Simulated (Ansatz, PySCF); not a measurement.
Input for PySCF:
```python
from pyscf import gto, scf, dft

mol = gto.Mole()
mol.atom = '''
    C     1.247602    0.545664   -0.003314
    C     0.930822   -0.856959    0.503451
    O    -0.159910   -1.431509   -0.194484
    C    -1.079178   -0.471116   -0.683883
    C    -1.099246    0.782410    0.183746
    O     0.159910    1.431509    0.194484
    H     2.096931    0.966806    0.539985
    H     1.501618    0.498592   -1.072649
    H     1.784703   -1.521487    0.351185
    H     0.705205   -0.813945    1.579306
    H    -0.818025   -0.196019   -1.716519
    H    -2.060881   -0.950849   -0.687076
    H    -1.820753    1.505531   -0.204094
    H    -1.388798    0.511371    1.209863
'''
mol.basis = 'cc-pvdz'
mol.charge = 0
mol.spin = 0
mol.verbose = 4
mol.build()

mf = dft.RKS(mol)
mf.xc = 'revpbe'
mf.grids.atom_grid = (99, 590)
mf.grids.prune = None
mf.kernel()
```

### Question
Convert this to an input for Ansatz (a program for electronic structure).

### Answer
This is not unique; one that fits is 
Ansatz 0.2 input:
```yaml
crystal:
  periodic: [false, false, false]
  atoms:
    - {symbol: C, position_ang: [1.24760208, 0.54566382, -0.00331419]}
    - {symbol: C, position_ang: [0.93082228, -0.85695853, 0.50345098]}
    - {symbol: O, position_ang: [-0.15991025, -1.43150908, -0.19448444]}
    - {symbol: C, position_ang: [-1.07917808, -0.47111564, -0.68388278]}
    - {symbol: C, position_ang: [-1.09924628, 0.78241036, 0.18374599]}
    - {symbol: O, position_ang: [0.15991025, 1.43150908, 0.19448444]}
    - {symbol: H, position_ang: [2.09693148, 0.96680557, 0.53998539]}
    - {symbol: H, position_ang: [1.50161800, 0.49859197, -1.07264938]}
    - {symbol: H, position_ang: [1.78470278, -1.52148733, 0.35118538]}
    - {symbol: H, position_ang: [0.70520466, -0.81394478, 1.57930603]}
    - {symbol: H, position_ang: [-0.81802512, -0.19601868, -1.71651940]}
    - {symbol: H, position_ang: [-2.06088120, -0.95084892, -0.68707632]}
    - {symbol: H, position_ang: [-1.82075306, 1.50553068, -0.20409445]}
    - {symbol: H, position_ang: [-1.38879754, 0.51137149, 1.20986274]}
basis:
  gaussian:
    orbitals: cc-pVDZ
hamiltonian:
  xc: revpbe
accuracy: high
```

Both were run: PySCF gave -307.562428 Eh and Ansatz -307.562428 Eh, 0.000 mEh apart.
